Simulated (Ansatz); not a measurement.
A short molecular-dynamics run on SiEt3(NCO) (C₇H₁₅NOSi).

```yaml
crystal:
  periodic: [false, false, false]
  atoms:
    - {symbol: Si, position_ang: [0.043859, 0.073946, 0.033252]}
    - {symbol: C, position_ang: [-0.191116, 0.090496, 1.911068]}
    - {symbol: C, position_ang: [0.298313, -1.171260, 2.635254]}
    - {symbol: H, position_ang: [-1.272533, 0.256608, 2.110955]}
    - {symbol: H, position_ang: [0.326656, 0.995762, 2.301219]}
    - {symbol: H, position_ang: [0.106350, -1.122119, 3.726890]}
    - {symbol: H, position_ang: [-0.209339, -2.079246, 2.249831]}
    - {symbol: H, position_ang: [1.389048, -1.326629, 2.502384]}
    - {symbol: C, position_ang: [1.866306, -0.117055, -0.439772]}
    - {symbol: C, position_ang: [2.131880, -0.270908, -1.943671]}
    - {symbol: H, position_ang: [2.265993, -0.994414, 0.114697]}
    - {symbol: H, position_ang: [2.407772, 0.765853, -0.031015]}
    - {symbol: H, position_ang: [3.210734, -0.411892, -2.160920]}
    - {symbol: H, position_ang: [1.592182, -1.146110, -2.360231]}
    - {symbol: H, position_ang: [1.797336, 0.620122, -2.514362]}
    - {symbol: C, position_ang: [-0.732169, 1.596558, -0.779534]}
    - {symbol: C, position_ang: [-2.244696, 1.745002, -0.565016]}
    - {symbol: H, position_ang: [-0.498191, 1.551447, -1.865933]}
    - {symbol: H, position_ang: [-0.189939, 2.489576, -0.394378]}
    - {symbol: H, position_ang: [-2.652634, 2.635698, -1.085807]}
    - {symbol: H, position_ang: [-2.792753, 0.858597, -0.945346]}
    - {symbol: H, position_ang: [-2.500681, 1.850694, 0.509679]}
    - {symbol: N, position_ang: [-0.801311, -1.334374, -0.584339]}
    - {symbol: C, position_ang: [-1.387762, -2.302881, -1.005602]}
    - {symbol: O, position_ang: [-1.963285, -3.253481, -1.419314]}
basis:
  gaussian: {orbitals: "6-31G*"}
hamiltonian: {xc: {name: revPBE}, dispersion: d3bj}
md: {timestep: 1 fs, n_steps: 15, ensemble: nvt_nose_hoover, temperature: 500, initial_velocities: maxwell_boltzmann, seed: 168}
scf: {omitted_lower_state_checks: [starts]}
```

```sh
$ ansatz run in.yaml --threads 2 --pin off --events-out ev --progress --plain --max-ram 32768MiB --backend cuda --devices 0, --max-vram 18GiB
```

| step | time (fs) | potential energy (eV) | kinetic (eV) | T (K) | conserved (eV) |
| --- | --- | --- | --- | --- | --- |
| 0 | 0.0 | -18916.7316 | 1.4865 | 500 | -18915.2451 |
| 1 | 1.0 | -18916.5833 | 1.3472 | 453 | -18915.2361 |
| 2 | 2.0 | -18916.3330 | 1.1077 | 373 | -18915.2253 |
| 3 | 3.0 | -18916.1450 | 0.9244 | 311 | -18915.2208 |
| 4 | 4.0 | -18916.0897 | 0.8651 | 291 | -18915.2248 |
| 5 | 5.0 | -18916.1056 | 0.8724 | 293 | -18915.2336 |
| 6 | 6.0 | -18916.0642 | 0.8271 | 278 | -18915.2378 |
| 7 | 7.0 | -18915.9157 | 0.6878 | 231 | -18915.2289 |
| 8 | 8.0 | -18915.7996 | 0.5849 | 197 | -18915.2160 |
| 9 | 9.0 | -18915.8975 | 0.6783 | 228 | -18915.2209 |
| 10 | 10.0 | -18916.1381 | 0.9031 | 304 | -18915.2374 |
| 11 | 11.0 | -18916.2830 | 1.0435 | 351 | -18915.2426 |
| 12 | 12.0 | -18916.2410 | 1.0098 | 340 | -18915.2352 |
| 13 | 13.0 | -18916.1126 | 0.8915 | 300 | -18915.2260 |
| 14 | 14.0 | -18916.0371 | 0.8203 | 276 | -18915.2226 |
| 15 | 15.0 | -18916.0667 | 0.8464 | 285 | -18915.2271 |

Velocities are drawn at the set temperature; a run this short doesn't reach equilibrium.

The 6-31G sets use Cartesian d functions.

Frames (Å, forces in eV/Å):

```xyz
25
time=0.0 fs
Si    0.044    0.074    0.033   -0.107   -0.193   -0.081
C    -0.191    0.090    1.911   -0.169    0.354    0.045
C     0.298   -1.171    2.635    0.130   -0.335    0.171
H    -1.273    0.257    2.111    0.168   -0.050   -0.006
H     0.327    0.996    2.301   -0.062   -0.150   -0.020
H     0.106   -1.122    3.727    0.016    0.010   -0.146
H    -0.209   -2.079    2.250    0.063    0.157    0.045
H     1.389   -1.327    2.502   -0.165    0.052    0.000
C     1.866   -0.117   -0.440    0.170    0.018    0.360
C     2.132   -0.271   -1.944    0.045   -0.035   -0.393
H     2.266   -0.994    0.115   -0.049    0.126   -0.110
H     2.408    0.766   -0.031   -0.048   -0.125   -0.093
H     3.211   -0.412   -2.161   -0.139    0.019    0.048
H     1.592   -1.146   -2.360    0.078    0.131    0.090
H     1.797    0.620   -2.514    0.042   -0.123    0.112
C    -0.732    1.597   -0.780    0.318    0.170   -0.174
C    -2.245    1.745   -0.565   -0.397    0.011    0.069
H    -0.498    1.551   -1.866   -0.069    0.018    0.161
H    -0.190    2.490   -0.394   -0.108   -0.106   -0.056
H    -2.653    2.636   -1.086    0.079   -0.113    0.057
H    -2.793    0.859   -0.945    0.104    0.130    0.054
H    -2.501    1.851    0.510    0.071   -0.023   -0.157
N    -0.801   -1.334   -0.584    0.137    0.229    0.098
C    -1.388   -2.303   -1.006    0.325    0.544    0.238
O    -1.963   -3.253   -1.419   -0.431   -0.716   -0.312
25
time=1.0 fs
Si    0.039    0.071    0.031    0.082   -0.198   -0.041
C    -0.184    0.084    1.909   -0.224    1.231    0.263
C     0.302   -1.161    2.636    0.349   -0.919    0.442
H    -1.280    0.267    2.099    0.624   -0.128    0.038
H     0.364    0.991    2.316   -0.470   -0.511   -0.341
H     0.086   -1.114    3.743    0.209   -0.057   -0.688
H    -0.223   -2.057    2.225    0.249    0.203    0.264
H     1.414   -1.337    2.499   -0.862    0.196    0.142
C     1.873   -0.113   -0.434   -0.499   -0.507    0.359
C     2.112   -0.269   -1.935    0.790   -0.019   -1.088
H     2.272   -0.994    0.123   -0.096    0.187   -0.195
H     2.386    0.758   -0.007    0.264    0.273   -0.070
H     3.213   -0.417   -2.154   -0.739    0.027    0.103
H     1.566   -1.136   -2.394    0.244    0.383    0.443
H     1.811    0.634   -2.526    0.044   -0.307    0.387
C    -0.735    1.603   -0.776    0.971    0.092   -0.559
C    -2.236    1.743   -0.568   -1.043    0.493   -0.598
H    -0.469    1.549   -1.869   -0.276    0.047    0.519
H    -0.171    2.490   -0.394   -0.255   -0.203   -0.049
H    -2.658    2.660   -1.116    0.396   -0.974    0.665
H    -2.774    0.840   -0.959    0.215    0.466    0.159
H    -2.487    1.827    0.510   -0.015    0.097   -0.197
N    -0.807   -1.341   -0.586    0.707    1.127    0.502
C    -1.378   -2.306   -1.004   -0.370   -0.383   -0.216
O    -1.965   -3.251   -1.422   -0.294   -0.614   -0.242
25
time=3.0 fs
Si    0.030    0.064    0.026    0.454   -0.128    0.095
C    -0.169    0.073    1.905   -0.148    2.248    0.323
C     0.311   -1.143    2.639    0.235   -1.713    0.539
H    -1.275    0.285    2.076    0.921   -0.207    0.201
H     0.421    0.967    2.334   -0.880   -0.589   -0.689
H     0.053   -1.100    3.752    0.446   -0.131   -1.046
H    -0.243   -2.007    2.184    0.443    0.017    0.560
H     1.437   -1.351    2.498   -1.342    0.355    0.281
C     1.886   -0.108   -0.421   -1.566   -1.001    0.298
C     2.075   -0.264   -1.920    1.768    0.173   -1.864
H     2.280   -0.988    0.133   -0.086    0.112   -0.214
H     2.352    0.754    0.040    0.612    0.717   -0.111
H     3.193   -0.426   -2.136   -1.124   -0.037    0.060
H     1.521   -1.103   -2.447    0.320    0.482    0.914
H     1.838    0.652   -2.537   -0.070   -0.379    0.696
C    -0.739    1.615   -0.769    1.968   -0.226   -0.880
C    -2.220    1.740   -0.575   -1.586    0.769   -1.189
H    -0.419    1.547   -1.859   -0.553    0.088    0.683
H    -0.142    2.484   -0.393   -0.398   -0.180    0.053
H    -2.657    2.677   -1.154    0.563   -1.561    1.189
H    -2.730    0.818   -0.980    0.183    0.697    0.205
H    -2.462    1.785    0.504   -0.195    0.294   -0.151
N    -0.816   -1.350   -0.587    1.541    2.478    1.109
C    -1.361   -2.315   -1.001   -1.475   -1.822   -0.944
O    -1.969   -3.246   -1.429   -0.034   -0.455   -0.116
25
time=5.0 fs
Si    0.021    0.056    0.021    0.828    0.071    0.330
C    -0.156    0.069    1.902    0.117    2.105   -0.097
C     0.321   -1.130    2.644   -0.497   -1.810    0.011
H    -1.237    0.294    2.061    0.326   -0.117    0.419
H     0.447    0.921    2.327   -0.626    0.146   -0.570
H     0.036   -1.090    3.723    0.373   -0.119   -0.336
H    -0.246   -1.957    2.165    0.335   -0.486    0.565
H     1.410   -1.352    2.507   -0.516    0.255    0.216
C     1.894   -0.105   -0.408   -1.989   -0.378    0.378
C     2.043   -0.259   -1.911    1.995    0.523   -1.487
H     2.286   -0.979    0.136    0.041   -0.147   -0.057
H     2.339    0.774    0.082    0.412    0.251   -0.495
H     3.133   -0.436   -2.116   -0.400   -0.225   -0.165
H     1.488   -1.053   -2.465   -0.030    0.002    0.869
H     1.862    0.656   -2.522   -0.280    0.037    0.567
C    -0.736    1.626   -0.766    2.241   -0.694   -0.510
C    -2.210    1.740   -0.585   -1.152    0.382   -0.691
H    -0.390    1.548   -1.825   -0.515    0.090    0.049
H    -0.127    2.472   -0.390   -0.293    0.115    0.249
H    -2.635    2.637   -1.148    0.169   -0.781    0.811
H    -2.680    0.821   -0.994   -0.158    0.265    0.011
H    -2.444    1.753    0.492   -0.325    0.387   -0.051
N    -0.822   -1.353   -0.586    1.475    2.302    1.045
C    -1.348   -2.329   -1.001   -1.516   -1.514   -0.902
O    -1.973   -3.243   -1.435   -0.017   -0.661   -0.159
25
time=6.0 fs
Si    0.018    0.053    0.018    1.008    0.209    0.474
C    -0.149    0.070    1.900    0.227    1.623   -0.430
C     0.326   -1.125    2.646   -1.054   -1.613   -0.424
H    -1.212    0.297    2.059   -0.201   -0.015    0.522
H     0.450    0.898    2.315   -0.262    0.731   -0.349
H     0.034   -1.087    3.701    0.221   -0.084    0.316
H    -0.243   -1.937    2.163    0.202   -0.763    0.472
H     1.387   -1.348    2.515    0.314    0.103    0.120
C     1.895   -0.104   -0.400   -2.019    0.059    0.409
C     2.029   -0.256   -1.909    1.820    0.725   -0.929
H     2.289   -0.975    0.136    0.102   -0.252    0.028
H     2.340    0.789    0.096    0.235   -0.119   -0.704
H     3.095   -0.444   -2.108    0.278   -0.360   -0.321
H     1.472   -1.026   -2.462   -0.322   -0.357    0.670
H     1.871    0.657   -2.506   -0.375    0.354    0.374
C    -0.732    1.631   -0.765    2.098   -0.898   -0.131
C    -2.206    1.741   -0.591   -0.575   -0.215    0.006
H    -0.383    1.550   -1.805   -0.381    0.081   -0.454
H    -0.124    2.467   -0.386   -0.186    0.287    0.341
H    -2.620    2.604   -1.132   -0.272    0.176    0.238
H    -2.657    0.828   -1.000   -0.372   -0.100   -0.135
H    -2.439    1.743    0.485   -0.355    0.389   -0.021
N    -0.823   -1.352   -0.584    1.118    1.617    0.754
C    -1.343   -2.338   -1.002   -1.139   -0.684   -0.581
O    -1.975   -3.242   -1.439   -0.110   -0.894   -0.247
25
time=8.0 fs
Si    0.011    0.046    0.014    1.312    0.512    0.756
C    -0.134    0.076    1.896    0.133    0.594   -0.894
C     0.331   -1.121    2.650   -1.829   -1.131   -1.049
H    -1.171    0.304    2.071   -0.963    0.156    0.611
H     0.452    0.879    2.283    0.453    1.632    0.085
H     0.033   -1.083    3.674   -0.061    0.000    1.314
H    -0.231   -1.922    2.172   -0.020   -1.071    0.257
H     1.358   -1.340    2.534    1.654   -0.174   -0.042
C     1.893   -0.102   -0.385   -1.842    0.443    0.296
C     2.006   -0.248   -1.906    1.346    0.956    0.147
H     2.299   -0.976    0.137    0.105   -0.213    0.076
H     2.346    0.814    0.104   -0.005   -0.582   -0.859
H     3.033   -0.472   -2.103    1.319   -0.559   -0.564
H     1.428   -0.986   -2.438   -0.764   -0.793    0.266
H     1.877    0.673   -2.466   -0.444    0.759    0.008
C    -0.719    1.639   -0.762    1.607   -1.044    0.456
C    -2.200    1.740   -0.603    0.615   -1.752    1.430
H    -0.379    1.555   -1.783   -0.102    0.099   -1.133
H    -0.123    2.467   -0.366   -0.045    0.422    0.376
H    -2.604    2.552   -1.100   -1.190    2.199   -1.031
H    -2.622    0.835   -1.018   -0.626   -0.570   -0.307
H    -2.440    1.733    0.471   -0.349    0.312    0.013
N    -0.823   -1.347   -0.579    0.180   -0.213   -0.027
C    -1.336   -2.356   -1.005   -0.160    1.363    0.243
O    -1.980   -3.242   -1.446   -0.327   -1.345   -0.429
25
time=10.0 fs
Si    0.006    0.040    0.011    1.486    0.776    0.946
C    -0.119    0.083    1.889   -0.330    0.880   -0.387
C     0.332   -1.120    2.651   -0.941   -1.173   -0.518
H    -1.164    0.315    2.105   -0.465    0.096    0.386
H     0.469    0.918    2.252    0.223    0.981   -0.040
H     0.031   -1.080    3.692    0.090    0.033    0.690
H    -0.219   -1.947    2.192    0.037   -0.768    0.208
H     1.386   -1.337    2.551    0.735   -0.023    0.038
C     1.886   -0.099   -0.368   -1.457   -0.029   -0.106
C     1.988   -0.238   -1.902    1.470    0.538    0.155
H     2.312   -0.984    0.141   -0.056    0.108   -0.028
H     2.353    0.817    0.081    0.018   -0.430   -0.575
H     3.016   -0.520   -2.118    0.601   -0.294   -0.463
H     1.357   -0.974   -2.402   -0.457   -0.304    0.291
H     1.867    0.716   -2.423   -0.316    0.360   -0.042
C    -0.701    1.643   -0.759    1.295   -0.802    0.104
C    -2.192    1.735   -0.611    0.004   -0.929    0.665
H    -0.379    1.565   -1.800   -0.093    0.217   -0.574
H    -0.125    2.481   -0.334   -0.104    0.151    0.141
H    -2.628    2.576   -1.102   -0.534    1.069   -0.479
H    -2.610    0.823   -1.046   -0.471   -0.208   -0.122
H    -2.454    1.735    0.458   -0.272    0.167    0.050
N    -0.823   -1.343   -0.574   -0.516   -1.634   -0.634
C    -1.329   -2.371   -1.008    0.289    2.527    0.680
O    -1.985   -3.244   -1.455   -0.235   -1.310   -0.386
25
time=11.0 fs
Si    0.004    0.037    0.010    1.512    0.874    0.995
C    -0.112    0.088    1.885   -0.609    1.343    0.103
C     0.331   -1.120    2.650   -0.214   -1.314    0.016
H    -1.169    0.323    2.129    0.057    0.016    0.175
H     0.481    0.955    2.237   -0.128    0.253   -0.208
H     0.031   -1.077    3.713    0.252    0.030    0.016
H    -0.213   -1.971    2.205    0.150   -0.417    0.238
H     1.414   -1.336    2.560   -0.153    0.122    0.096
C     1.880   -0.097   -0.360   -1.248   -0.444   -0.414
C     1.981   -0.231   -1.900    1.563    0.166   -0.101
H     2.318   -0.988    0.142   -0.147    0.259   -0.076
H     2.356    0.812    0.060    0.118   -0.151   -0.314
H     3.019   -0.549   -2.132   -0.123   -0.007   -0.310
H     1.313   -0.974   -2.381   -0.078    0.137    0.375
H     1.856    0.744   -2.403   -0.209   -0.054    0.010
C    -0.690    1.644   -0.757    1.127   -0.600   -0.289
C    -2.187    1.731   -0.614   -0.678   -0.077   -0.089
H    -0.381    1.573   -1.820   -0.139    0.278   -0.016
H    -0.126    2.491   -0.314   -0.162   -0.056   -0.026
H    -2.651    2.608   -1.113    0.126   -0.108    0.111
H    -2.611    0.813   -1.063   -0.300    0.152    0.052
H    -2.465    1.738    0.452   -0.208    0.089    0.040
N    -0.823   -1.342   -0.572   -0.669   -1.975   -0.780
C    -1.326   -2.375   -1.008    0.158    2.514    0.631
O    -1.988   -3.247   -1.459    0.000   -1.028   -0.232
25
time=13.0 fs
Si    0.002    0.033    0.009    1.428    0.989    1.025
C    -0.099    0.100    1.877   -1.095    1.772    0.905
C     0.328   -1.125    2.649    0.806   -1.345    0.819
H    -1.173    0.338    2.178    0.788   -0.076   -0.240
H     0.500    1.028    2.200   -0.575   -0.913   -0.335
H     0.039   -1.072    3.751    0.415    0.021   -0.949
H    -0.196   -2.029    2.237    0.321    0.315    0.242
H     1.458   -1.331    2.581   -1.277    0.256    0.100
C     1.866   -0.095   -0.345   -0.781   -1.029   -1.059
C     1.969   -0.219   -1.897    1.272   -0.467   -0.371
H     2.325   -0.986    0.144   -0.232    0.335   -0.064
H     2.368    0.801    0.011    0.302    0.404    0.201
H     3.016   -0.604   -2.169   -1.095    0.512   -0.013
H     1.228   -0.967   -2.326    0.602    0.772    0.329
H     1.831    0.795   -2.362    0.002   -0.738    0.032
C    -0.667    1.645   -0.754    0.481   -0.241   -0.853
C    -2.181    1.723   -0.620   -1.459    0.851   -0.837
H    -0.388    1.597   -1.854   -0.116    0.321    0.818
H    -0.135    2.508   -0.278   -0.182   -0.351   -0.287
H    -2.687    2.660   -1.127    0.955   -1.469    0.691
H    -2.620    0.800   -1.093   -0.002    0.661    0.316
H    -2.493    1.747    0.441   -0.033   -0.058   -0.062
N    -0.825   -1.345   -0.569   -0.569   -1.868   -0.735
C    -1.319   -2.379   -1.008   -0.675    1.476    0.077
O    -1.994   -3.254   -1.469    0.718   -0.130    0.251
25
time=15.0 fs
Si    0.003    0.029    0.009    1.162    0.999    1.013
C    -0.090    0.119    1.872   -1.293    1.116    1.150
C     0.328   -1.134    2.651    1.085   -0.771    0.883
H    -1.149    0.350    2.220    0.682   -0.008   -0.436
H     0.499    1.068    2.150   -0.419   -1.159   -0.117
H     0.062   -1.066    3.755    0.253    0.046   -0.899
H    -0.166   -2.075    2.279    0.224    0.649    0.048
H     1.457   -1.316    2.605   -1.101    0.155   -0.020
C     1.849   -0.096   -0.333    0.005   -0.593   -1.427
C     1.962   -0.208   -1.894    0.467   -0.743   -0.031
H     2.325   -0.973    0.143   -0.134    0.070    0.099
H     2.390    0.803   -0.031    0.088    0.282    0.425
H     2.974   -0.642   -2.207   -0.994    0.662    0.113
H     1.164   -0.932   -2.260    0.750    0.750   -0.065
H     1.806    0.819   -2.320    0.135   -0.785   -0.155
C    -0.641    1.645   -0.754   -0.535   -0.146   -0.801
C    -2.179    1.718   -0.629   -1.276    1.006   -0.581
H    -0.399    1.633   -1.858    0.096    0.257    0.801
H    -0.150    2.513   -0.252   -0.019   -0.314   -0.311
H    -2.689    2.660   -1.116    1.037   -1.408    0.521
H    -2.631    0.810   -1.112    0.071    0.539    0.288
H    -2.522    1.754    0.427    0.158   -0.193   -0.133
N    -0.829   -1.352   -0.569   -0.088   -0.984   -0.361
C    -1.314   -2.377   -1.007   -1.736   -0.149   -0.711
O    -1.997   -3.261   -1.478    1.381    0.723    0.708
```

Run time 49 s (2 threads of AMD EPYC 7R13 on a shared host and a share (18 GiB) of an NVIDIA H100 80GB HBM3), peak host memory 0.87 GiB.
